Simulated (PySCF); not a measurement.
## Telling isomers of C7H9NO apart by NMR

- PBE0/pcSseg-1 with gauge-including orbitals
- geometry: GFN2-xTB
- program: PySCF 2.14.0 with density-fitted response routines
- no relativistic terms, no solvent, equivalent nuclei averaged, one conformer

δ = σ(ref) − σ, references computed at the same level: 1H (31.72 ppm), 13C (186.93 ppm) vs TMS. Where no couplings were computed, multiplicities follow the n + 1 count of equivalent neighbours, and m marks all less simple cases (inequivalent or close neighbours, rings, F or P nearby). Shifts are as computed. Against solution values, carbons near 30 ppm lie about +3 ppm off and those near 130 ppm about +5 ppm (rms about the fit 2.1 ppm; single classes can miss by 10 ppm). Of 1328 compounds with measured shifts, 309 miss one by over three times the rms of a fit or turn the order of signals round; such compounds aren't used in these exercises. Signals without a measured value on file couldn't be tested in this way; 1H shifts scatter by 0.2 ppm about their fit, and single ones miss by 0.5 ppm.

(1) Tabulate the signals of `CCc1ccc[n+]([O-])c1`, `C=CC/C(C#N)=C/OC` and their relative energies.

(2) What is the quickest way to tell CCc1ccc[n+]([O-])c1 from C=CC/C(C#N)=C/OC?

## Answers

(1) 
```json
{"SMILES": "CCc1ccc[n+]([O-])c1", "carbon types": "1×C 4×CH 1×CH2 1×CH3", "δC": "151.1, 143.5, 141.5, 132.5, 123.9, 32.1, 21.7", "δH": "8.14 (d, 1H), 8.14 (s, 1H), 7.30 (m, 1H), 6.75 (d, 1H), 2.49 (q, 2H), 1.23 (t, 3H)", "E rel. (kcal/mol)": "0.0"}
{"SMILES": "C=CC/C(C#N)=C/OC", "carbon types": "2×C 2×CH 2×CH2 1×CH3", "δC": "168.2, 146.9, 121.2, 119.7, 95.2, 60.6, 41.9", "δH": "6.58 (s, 1H), 6.42 (m, 1H), 5.25 (m, 1H), 5.22 (m, 1H), 3.92 (s, 3H), 2.73 (d, 2H)", "E rel. (kcal/mol)": "15.1"}
```

Energies are electronic energies at PBE0/pcSseg-1 on these geometries, without zero-point or thermal terms, each for the one conformer computed, which needn't be the lowest.

(2) Both give the same number of carbon signals, but DEPT or the intensities differ. The first has a methyl carbon (CH3) at 21.7 ppm, the second a terminal =CH2 carbon at 119.7 ppm. Their most deshielded carbons lie at 151.1 and 168.2 ppm. In the proton spectra the most deshielded non-exchanging signals are 8.14 (d, 1H) and 6.58 (s, 1H).
